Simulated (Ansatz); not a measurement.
Isolated molecules relaxed with PBE0-D4/def2-TZVP in Ansatz; ΔE leaves out vibrations. CCSD(T)/CBS adds triple-zeta CCSD(T) − MP2 to the extrapolated MP2 energy (def2 sets, frozen cores). Functionals use def2-TZVPP. B3LYP here is the variant with VWN-RPA as its local correlation; programs differ in this. HSE06 is defined as in plane-wave codes. For Mg outer-core shells are correlated without core-valence functions, which leaves a few kJ/mol of doubt a bond. One conformer a species, not always the lowest.

Reaction (substitution at a C–S bond): `C[S][Mg][NH2]` + `O[SiH2]S` → `CS[SiH2]O` + `[NH2][Mg][SH]`

`C[S][Mg][NH2]`:

```xyz
9

C     0.768    1.735   -1.028
S     0.243    1.627    0.718
Mg   -0.419   -0.551    0.946
N    -0.963   -2.343    1.129
H     1.609    1.076   -1.243
H    -0.050    1.517   -1.714
H     1.090    2.762   -1.201
H    -0.383   -3.119    1.409
H    -1.894   -2.703    0.984
```

`O[SiH2]S`:

Cartesian coordinates in Å:
```
O 1.045 -0.264 1.048
Si -0.346 0.242 0.337
S -0.574 -0.448 -1.669
H 1.239 -1.202 1.013
H -1.558 -0.290 1.010
H -0.282 1.716 0.403
H 0.477 0.245 -2.141
```

`CS[SiH2]O`:

Z-matrix (Å, degrees):
```
C
S 1 1.818
H 1 1.089 2 111.0
H 1 1.090 2 110.8 3 -122.4
H 1 1.089 2 106.9 3 118.9
Si 2 2.119 1 99.7 3 59.8
O 6 1.646 2 113.6 1 -63.8
H 6 1.485 2 104.1 1 173.6
H 6 1.481 2 110.9 1 52.7
H 7 0.959 6 116.7 2 -56.8
```

`[NH2][Mg][SH]`:

Cartesian coordinates in Å:
```
N -0.490 -1.254 -0.732
Mg 0.214 0.356 -0.066
S 1.083 2.324 0.718
H -0.023 -2.148 -0.752
H -1.407 -1.386 -1.131
H 0.623 2.108 1.963
```

```
             level  ΔE (kJ/mol)  difference from CCSD(T)/CBS
       LDA (SPW92)        -21.7                         -1.3
            PBE-D4        -20.5                         -0.1
         revPBE-D4        -21.0                         -0.6
           BLYP-D4        -20.3                          0.1
         r2SCAN-D4        -21.8                         -1.4
            B97M-V        -22.1                         -1.7
           PBE0-D4        -20.9                         -0.5
          B3LYP-D4        -20.6                         -0.2
        r2SCANh-D4        -21.8                         -1.4
        r2SCAN0-D4        -21.8                         -1.4
          HSE06-D4        -20.8                         -0.4
          BHLYP-D4        -21.1                         -0.7
      CAM-B3LYP-D4        -20.9                         -0.5
           ωB97X-V        -21.0                         -0.6
           ωB97M-V        -21.2                         -0.8
            B2PLYP        -19.3                          1.1
          PBE-QIDH        -20.5                         -0.1
               PBE        -18.8                          1.6
              BLYP        -17.0                          3.4
            r2SCAN        -21.3                         -0.9
              PBE0        -19.4                          1.0
           r2SCANh        -21.3                         -0.9
           r2SCAN0        -21.2                         -0.8
             HSE06        -19.4                          1.0
         CAM-B3LYP        -19.3                          1.1
           LC-ωPBE        -19.9                          0.5
RPA@PBE/def2-TZVPP        -18.9                          1.5
       HF/def2-SVP        -17.8                          2.6
      MP2/def2-SVP        -20.9                         -0.5
  CCSD(T)/def2-SVP        -20.3                          0.1
     HF/def2-TZVPP        -18.7                          1.7
    MP2/def2-TZVPP        -20.9                         -0.5
SCS-MP2/def2-TZVPP        -19.8                          0.6
   CCSD/def2-TZVPP        -20.0                          0.4
CCSD(T)/def2-TZVPP        -20.4                          0.0
     HF/def2-QZVPP        -19.0                          1.4
    MP2/def2-QZVPP        -21.1                         -0.7
SCS-MP2/def2-QZVPP        -19.9                          0.5
      HF/CBS(def2)        -19.0                          1.4
    CCSD/CBS(def2)        -20.1                          0.3
       CCSD(T)/CBS        -20.4                            0
```

Largest T1 diagnostic among the species: 0.011.

Leaving LDA and LC-ωPBE aside and taking each functional with its dispersion term where it has one, the values spread over 2.8 kJ/mol, from B97M-V to B2PLYP.
